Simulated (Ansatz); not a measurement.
Gas-phase electronic energies from Ansatz, PBE0-D4/def2-TZVP geometries. CCSD(T)/CBS is the MP2 limit (def2-TZVPP, def2-QZVPP) plus CCSD(T) − MP2 in def2-TZVPP, frozen cores. Double bonds are as drawn, so ΔE can hold a change between cis and trans. Functionals use def2-TZVPP. B3LYP here is the variant with VWN-RPA as its local correlation; programs differ in this. For Ga outer-core shells are correlated without core-valence functions, which leaves a few kJ/mol of doubt a bond. Scalar relativity is left out up to krypton. Each species was taken in one conformer, which may not be the lowest.

`B/C=C(\C)O` + `C[SiH2][S][GaH2]` → `BS[SiH2]C` + `C/C(O)=[CH]/[GaH2]`  (redistribution)

| level | ΔE (kJ/mol) | difference from CCSD(T)/CBS |
| --- | --- | --- |
| PBE-D4 | 43.9 | 3.6 |
| r2SCAN-D4 | 45.8 | 5.5 |
| PBE0-D4 | 45.9 | 5.6 |
| B3LYP-D4 | 47.8 | 7.5 |
| ωB97X-V | 42.1 | 1.8 |
| ωB97M-V | 43.8 | 3.5 |
| B2PLYP | 43.3 | 3.0 |
| PBE | 42.6 | 2.3 |
| r2SCAN | 45.5 | 5.2 |
| PBE0 | 44.6 | 4.3 |
| B3LYP | 45.9 | 5.6 |
| HF/def2-TZVPP | 52.9 | 12.6 |
| MP2/def2-TZVPP | 38.4 | -1.9 |
| SCS-MP2/def2-TZVPP | 39.4 | -0.9 |
| CCSD/def2-TZVPP | 39.5 | -0.8 |
| CCSD(T)/def2-TZVPP | 38.2 | -2.1 |
| HF/def2-QZVPP | 53.5 | 13.2 |
| MP2/def2-QZVPP | 39.9 | -0.4 |
| SCS-MP2/def2-QZVPP | 41.0 | 0.7 |
| HF/CBS(def2) | 53.5 | 13.2 |
| MP2/CBS(def2) | 40.6 | 0.3 |
| CCSD/CBS(def2) | 41.7 | 1.4 |
| CCSD(T)/CBS | 40.3 | 0 |

Largest T1 diagnostic among the species: 0.013.

In def2-TZVPP, CCSD(T) changes the Hartree–Fock value by −14.7 kJ/mol (the triples alone add −1.4 kJ/mol) and MP2 by −14.4 kJ/mol.
